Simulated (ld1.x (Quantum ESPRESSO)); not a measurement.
## Pb, TM: configuration errors across variants

| Property | Result |
| --- | --- |
| Element | Pb (Z = 82) |
| Generator | ld1.x (Quantum ESPRESSO) 7.5 |
| Type | norm-conserving Troullier–Martins (Kleinman–Bylander form) |
| Functional | PBE |
| Relativity | scalar-relativistic |
| Frozen core | [Xe] 4f14 |
| Valence charge | 14 |
| Reference configuration | 5d10 6s1.5 6p2.5 |
| Partial waves | 6s (bound): rc 1.95 bohr; 6p (bound): rc 2.05 bohr; 5d (bound): rc 1.60 bohr; 5f channel at -0.05 Ry: rc 1.80 bohr |
| Local potential | the f channel |
| Core correction | none |

All-electron excitation energies from the reference (eV): (1) 5d10 6s2 6p2 -4.320; (2) 5d10 6s2 6p1 2.255; (3) 5d10 6s2 6p0 15.700; (4) 5d10 6s1 6p0 48.110; (5) 5d9 6s2 6p3 15.005; (6) 5d10 6s1 6p2 11.783; (7) 5d10 6s2 6p1.5 -1.829.

1 further variants failed, have other tests or too few solved ones, and are left out.

A true bound ghost makes a file unfit for plane-wave use even where its test errors are small: the radial tests pick states by their node count and pass the ghost by.

Errors AE − PS in meV (a dash: test not solved or not reliable):

| change | (1) | (2) | (3) | (4) | (5) | (6) | (7) | bound ghosts |
| --- | --- | --- | --- | --- | --- | --- | --- | --- |
| base | +0.8 | -2.1 | -5.1 | +4.4 | -133 | -7.2 | +0.1 | s, p |
| wave 5f channel at -0.05 Ry: rc 1.80 bohr becomes 5f channel at -0.19 Ry: rc 1.80 bohr | +0.8 | -2.1 | -5.1 | +4.4 | -134 | -7.3 | +0.1 | s, p |
| wave 5f channel at -0.05 Ry: rc 1.80 bohr becomes 5f channel at -0.06 Ry: rc 1.80 bohr | +0.8 | -2.1 | -5.0 | +4.4 | -133 | -7.3 | +0.1 | s, p |
| wave 5f channel at -0.05 Ry: rc 1.80 bohr becomes 5f channel at 0.05 Ry: rc 1.80 bohr | +0.8 | -2.1 | -5.1 | +4.4 | -132 | -7.2 | +0.1 | s, p |
| wave 5f channel at -0.05 Ry: rc 1.80 bohr becomes 5f channel at 0.34 Ry: rc 1.80 bohr | +0.9 | -2.1 | -5.0 | +4.6 | -129 | -7.1 | +0.1 | s, p |
| wave 5f channel at -0.05 Ry: rc 1.80 bohr becomes 5f channel at 0.92 Ry: rc 1.80 bohr | +0.9 | -2.0 | -5.0 | +4.8 | -115 | -6.8 | +0.1 | s, p |
| wave 5f channel at -0.05 Ry: rc 1.80 bohr becomes 5f channel at 3.08 Ry: rc 1.80 bohr | +0.9 | -2.1 | -5.1 | +4.0 | -161 | -6.2 | 0.0 | s, p |

Q: Give the same row for: wave 5f channel at -0.05 Ry: rc 1.80 bohr becomes 5f channel at 1.7 Ry: rc 1.80 bohr.

A: +1.9, -1.0, -4.4, +12, +281, -5.1, +1.2; bound ghosts: s, p.
